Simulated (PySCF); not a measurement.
Computed with TPSSh-D3(BJ)/def2-TZVP // r2SCAN-D4/def2-SVP (PySCF). All species are isolated molecules in the gas phase. One relaxed conformer stands for a flexible species; it need not be the lowest. 

Reference species: [Nb(F)4(NH2)] (neutral, multiplicity 1).

```json
{
  "charge on the central atom (Mulliken)": "1.96 e",
  "HOMO–LUMO gap": "4.59 eV"
}
```

Changed species: [Nb(F)(NH2)4] (4 of 5 F replaced by NH2; the reference has 1 of 5 F replaced by NH2).

Question: What does the change do to the charge on the central atom (Mulliken) and HOMO–LUMO gap?

Answer: the charge on the central atom (Mulliken) drops by 0.13 e, to 1.83 e; the HOMO–LUMO gap goes up by 0.15 eV, to 4.74 eV.
